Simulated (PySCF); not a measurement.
Gas-phase reaction: 2 SiHBr₃ + 2 SiHF + 2 H → 3 SiH₂Br₂ + SiF₂

Computed with PySCF (xtb for GFN2) and rigid-rotor harmonic-oscillator thermochemistry at 1 bar. † marks an energy on the PBE0/def2-TZVP geometry and frequencies; other levels use their own. MP2 and CCSD(T) freeze the core. 6-31G* has spherical d functions here. Open shells (unrestricted): H (multiplicity 2); the rest are closed-shell singlets. GFN2 has no spin-polarisation term. B3LYP is the form with VWN-RPA correlation. Br: all electrons, no relativistic terms. SiHF: computed as isolated molecules; such fragments, hydroxides, amides, oligomers or adducts are transient or little studied in the gas. MP2 isn't extrapolated to the basis-set limit; its ΔH°(298 K) is -688.2 kJ in def2-SVP and -709.1 kJ in def2-TZVPP. CCSD(T) isn't extrapolated to the basis-set limit; its ΔH°(298 K) is -695.9 kJ in def2-SVP and -719.3 kJ in def2-TZVPP. The harmonic model lacks anharmonicity and excited electronic states, which grow with temperature; levels with a mode under 35 cm⁻¹ are left out. Soft modes under 120 cm⁻¹ make the harmonic entropy rough for SiHBr₃, SiH₂Br₂.

```csv
level,"ΔE electronic, kJ","ΔH°(298 K), kJ","ΔS°(298 K), J/K","ΔG°(1800 K), kJ"
B3LYP/def2-TZVP†,-769,-728,-219,-300
CCSD(T)/def2-TZVPP†,-760,-719,-219,-291
GFN2-xTB,-884,-845,-221,-418
HF/6-31G*,-679,-634,-218,-203
M06-2X/def2-TZVP†,-764,-723,-219,-295
MP2/def2-SVP†,-729,-688,-219,-260
PBE/def2-SVP,-738,-699,-219,-273
PBE0/def2-QZVP†,-761,-720,-219,-292
PBE0/def2-SVP†,-753,-712,-219,-284
r2SCAN/def2-TZVP†,-778,-737,-219,-309
ωB97M-V/def2-TZVP†,-759,-718,-219,-290
```
ΔH° is lowest at GFN2-xTB and highest at HF/6-31G*. No reference value is set beside these.
